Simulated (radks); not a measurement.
The cobalt ion Co2+ inside a hard spherical wall (all orbitals vanish at R), configuration held at [Ar] 3d7 and not refilled when levels cross. Calculated with a radial shooting solver on a logarithmic mesh with Libxc functionals: scalar-relativistic Kohn-Sham, PBE, spin-polarised, spherical densities, finite nucleus; open shells are filled with parallel spins first; Fermi nuclear charge, rms radius 3.7875 fm. Eigenvalues in eV for spin up, with the zero of energy where the potential of the charges vanishes at infinity; a dash marks a level that is unbound or too diffuse for the functional's potential to be trusted. A positive occupied level is held by the wall or, in an anion where self-interaction has pushed it up, behind a barrier. The pressure on the wall is -dE/dV.

R (bohr)  E (hartree)  kinetic (hartree)    e(2p)    e(3s)    e(3p)    e(3d)  e(4s, empty)  e(4p, empty)  pressure (GPa)
free      -1392.27530           1410.277  -789.00  -122.84  -86.067  -28.307       -21.353       -14.974               0
10        -1392.27530           1410.277  -789.00  -122.84  -86.067  -28.307       -21.353       -14.973        < 0.0001
7         -1392.27529           1410.277  -788.99  -122.84  -86.066  -28.306       -21.344       -14.914         0.00137
6         -1392.27517           1410.279  -788.98  -122.83  -86.056  -28.297       -21.290       -14.713          0.0207
5         -1392.27388           1410.292  -788.90  -122.75  -85.983  -28.227       -20.960       -13.919           0.313
3         -1392.13374           1411.116  -785.05  -119.70  -83.015  -25.088       -10.078         1.406            86.1
2.5       -1391.80105           1412.768  -779.47  -115.67  -79.034  -20.496         5.529        20.086             449
